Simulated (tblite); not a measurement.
C5H6FNSi.
SMILES with atom numbers: `[CH2:1]=[C:2]([F:3])/[CH:4]=[CH:5]\[SiH2:6][C:7]#[N:8]` (hydrogens: H9, H10 on C1; H11 on C4; H12 on C5; H13, H14 on Si6)

Cartesian coordinates in Å at the GFN2-xTB level; atoms count from 1:
```
atom  x, y, z in Å
C1    -2.9075    0.3226    0.0169
C2    -1.5796    0.2831    0.0087
F3    -0.8948    1.4571    0.0041
C4    -0.7535   -0.9024    0.0016
C5     0.5818   -0.9020   -0.0079
Si6    1.6895    0.6275   -0.0204
C7     3.4089   -0.1141   -0.0032
N8     4.4611   -0.5672    0.0093
H9    -3.4843   -0.5823    0.0195
H10   -3.4378    1.2575    0.0212
H11   -1.3182   -1.8263    0.0054
H12    1.0748   -1.8660   -0.0133
H13    1.5778    1.4238    1.2005
H14    1.5811    1.3882   -1.2647
```

Computed values, GFN2-xTB/tblite, gas phase, harmonic and unscaled. Errors from tens to a few hundred cm⁻¹ against measured bands are possible. Modes of hydrogen on silicon can be 10 to 20 % off. One conformer, not necessarily the lowest.

**Question.** How many normal modes are there?

**Answer.** 14 atoms, non-linear: 3N − 6 = 36.

**Question.** What is the point group of the computed structure, and how do the modes divide by symmetry?

**Answer.** Cs. The vibrations span 24 a′ + 12 a″.

**Question.** How many distinct wavenumbers does the calculation give?

**Answer.** 36: Cs has no degenerate species.

**Question.** How many fundamentals are allowed in the infrared by symmetry?

**Answer.** 36 of 36: in Cs every mode is allowed. All fundamentals are allowed in the Raman spectrum.

**Question.** Zero-point energy?

**Answer.** ½Σν̃ = 19875 cm⁻¹ = 2.464 eV (36 modes), 1.401 eV of it from above 1550 cm⁻¹.

**Question.** What thermal excitation has the softest real mode at 77 K?

**Answer.** 41.1 cm⁻¹ is a vibrational temperature θ of 59 K. The population of v = 1 over v = 0 is exp(−θ/T) = 0.46, and the mean quantum number is 0.87.
